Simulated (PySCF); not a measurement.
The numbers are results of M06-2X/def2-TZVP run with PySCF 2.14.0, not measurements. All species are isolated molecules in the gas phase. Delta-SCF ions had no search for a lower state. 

Reference species (SMILES): `B` (neutral, multiplicity 1).

```yaml
HOMO: -11.26 eV
vertical ionisation energy (Delta-SCF): 13.21 eV
```

Changed species: `BNC` (X = methylamino; the reference has X = H).

### Question
Predict the effect on the HOMO and vertical ionisation energy (Delta-SCF).

### Answer
the HOMO rises by 2.08 eV, to -9.18 eV; the vertical ionisation energy (Delta-SCF) drops by 2.86 eV, to 10.35 eV.
